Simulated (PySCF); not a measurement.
C2H4O, neutral, multiplicity 1. Atoms are numbered in the order given.

```xyz
7

C      0.1313    -1.1360     0.0000
C     -0.6615     0.1346     0.0000
O      0.1267     1.1740     0.0000
H      0.7837    -1.1579     0.8861
H     -0.4969    -2.0242     0.0000
H      0.7837    -1.1579    -0.8861
H      1.0965     0.9560     0.0000
```
Charge 0, spin multiplicity 1.

Geometry optimised at r2SCAN-D4/def2-TZVP. A frequency run showed that this geometry is not a minimum. One conformer was computed; it need not be the lowest.

Level of theory: r2SCAN/def2-TZVPD in PySCF.

Mulliken values depend strongly on the basis, most of all with diffuse functions as here. ESP charges are fitted to the potential on shells at 1.4 to 2.0 van der Waals radii. Atomic charges (e):

```
atom  Mulliken  ESP fit
----  --------  -------
C1       -0.44     0.27
C2       -0.18    -0.41
O3       -0.16    -0.16
H4        0.21     0.01
H5        0.13    -0.01
H6        0.21     0.01
H7        0.22     0.29
```
